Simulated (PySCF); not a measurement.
Sn(F)2(Cl)(NH2) (ClF2H2NSn), SMILES [Sn]([Cl])([F])([F])[NH2]. Heavy atoms are numbered as in [NH2:1][Sn:2]([F:3])([F:4])[Cl:5]. Hydrogens are named by the atom that carries them.

Geometry optimised at B3LYP-D3(BJ)/def2-SVP. The structure was generated by enumeration; whether it is a known compound was not checked. The def2 effective core potentials stand for the cores of Sn; spin–orbit coupling is left out. One conformer was computed; it need not be the lowest.

Calculation: M06-2X/def2-TZVP (PySCF).

ESP charges are fitted to the potential on shells at 1.4 to 2.0 van der Waals radii. Atomic charges (e), one atom of each kind:

| atom | ESP fit | Mulliken | Löwdin |
|---|---|---|---|
| N1 (NH2) | -0.92 | -0.78 | -0.41 |
| Sn2 | 1.08 | 1.53 | 0.55 |
| F3 | -0.37 | -0.50 | ___ |
| Cl5 | -0.18 | -0.30 | ___ |
| H on N1 | 0.38 | 0.28 | ___ |

Q: What belongs in the gaps? (Estimate from the structure and the level; the computed values follow.)

A: 
- F3, Löwdin: -0.27
- Cl5, Löwdin: 0.07
- H on N1, Löwdin: 0.17
